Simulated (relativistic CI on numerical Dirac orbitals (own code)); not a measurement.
**Ti3+ in a cubic cluster: 3p photoemission with charge transfer**

Computed with a charge-transfer multiplet model of a cubic metal-ligand cluster with up to 2 ligand holes, Slater and spin-orbit integrals from Dirac-Coulomb-Breit ions, Slater integrals scaled by 0.8. The ground state mixes d1 with configurations of k ligand holes L, whose averages lie at kΔ + k(k − 1)U_dd/2; a core hole lowers each added d electron by U_cd. 300 K, Lorentzian 0.9 eV and Gaussian 0.8 eV FWHM.

Atomic integrals in eV (Slater integrals scaled, ζ unscaled), ground: F2dd 6.578, F4dd 4.090, zeta_d 0.017; with the core hole: F2dd 6.578, F4dd 4.090, zeta_d 0.021, zeta_core 0.458, F2cd 8.866, G1cd 10.978, G3cd 6.748. Where a configuration has fewer than two d electrons, the dd integrals are those of d2.

Cluster parameters (eV): Δ = 3.8, U_cd = 5.9, 10Dq = 0.25, 10Dq(ligand) = 1.4, V(eg) = 2.05, V(t2g) = -1.07, final-state hopping factor = 1.

| Case | n_d | d1 | d2L | d3L2 | S |
| --- | --- | --- | --- | --- | --- |
| U_dd = 3.2 eV | 1.60 | 0.48 | 0.44 | 0.08 | 0.50 |
| U_dd = 4.6 eV | 1.57 | 0.50 | 0.43 | 0.07 | 0.50 |
| U_dd = 5.3 eV | 1.55 | 0.51 | 0.43 | 0.06 | 0.50 |

Weights, n_d and S are thermal averages at 300 K. Binding energies count from the first peak over 30 % of the highest in each spectrum, which can be another peak from case to case. The parameters are a model scan and need not match a compound or its usual spin state. Peaks in eV (height, largest 100):
- U_dd = 3.2 eV: 0.0 (100), 2.1 (91), 9.0 (28), 11.5 (39), 15.8 (9)
- U_dd = 4.6 eV: 0.0 (100), 2.2 (93), 9.4 (26), 11.7 (36), 16.1 (8)
- U_dd = 5.3 eV: 0.0 (100), 2.2 (93), 7.2 (19), 9.5 (25), 11.8 (35), 16.1 (8)

For the case U_dd = 5.3 eV, Δ = 3.8 eV is smaller than U_dd = 5.3 eV, the charge-transfer side of the Zaanen-Sawatzky-Allen scheme. With the core hole the average of the configuration with one ligand hole lies at Δ − U_cd = -2.1 eV before mixing: the effective hopping of about 4.5 eV (from the holes of the mixed ground state) is comparable with this gap or larger, so the configurations mix strongly.

With at most 2 ligand holes the space is cut while the next configuration still counts, so covalency is underestimated, and a final configuration with one more ligand hole, which can lie low, is missing from the spectra.
